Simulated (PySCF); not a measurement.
The vertical singlet excitations below were computed for one of the candidates. Level of theory: PySCF, TDDFT PBE0/def2-SVPD, vertical, gas phase, core orbitals frozen in the response. Geometries: GFN2-xTB, one conformer each.

```
state  λ (nm)       f
   S1   175.7  0.0043
   S2   165.6   0.033
   S3   162.5   0.018
   S4   157.8   0.027
   S5   153.6   0.027
   S6   151.3  0.0081
   S7   145.7   0.156
   S8   145.2   0.017
```

Triplets computed (Tamm–Dancoff): 6.75, 7.13, 7.43 eV.

Task: Which structure fits?
A. `F[C@@H]1CCCC(O1)=O`
B. `O=C[Si@@H](C[SiH2][SiH3])N`
C. `CO[SiH2]CCCF`

Result: C. Its S1, at 7.06 eV, is the highest among the candidates; the nearest of the others has S1 at 5.66 eV. S1 is HOMO→LUMO (97%). Löwdin shares by element: HOMO oxygen 50%, silicon 14%, carbon 10% or more, hydrogen 8% or more (atoms not listed hold the other 19%); LUMO silicon 27%, hydrogen 21% or more, carbon 15% or more (atoms not listed hold the other 37%). At the same level the other candidates give, for their lowest levels:
- `N[Si@@H](C=O)C[SiH2][SiH3]`: 385 nm (f 0.001); 255 nm (f 0.010); 214 nm (f 0.022); 209 nm (f 0.007); 202 nm (f 0.009); T1 2.49 eV; HOMO -6.95, LUMO -1.55 eV
- `O=C1CCC[C@@H](F)O1`: 219 nm (f 0.002); 165 nm (f 0.002); 159 nm (f 0.053); 151 nm (f 0.027); 148 nm (f 0.068); T1 5.08 eV; HOMO -8.10, LUMO -0.19 eV

The values belong to the conformer `[CH3:1][O:2][SiH2:3][CH2:4][CH2:5][CH2:6][F:7]`: C1–O2–Si3–C4 -179°, O2–Si3–C4–C5 -177°, Si3–C4–C5–C6 -178°, C4–C5–C6–F7 -178°.
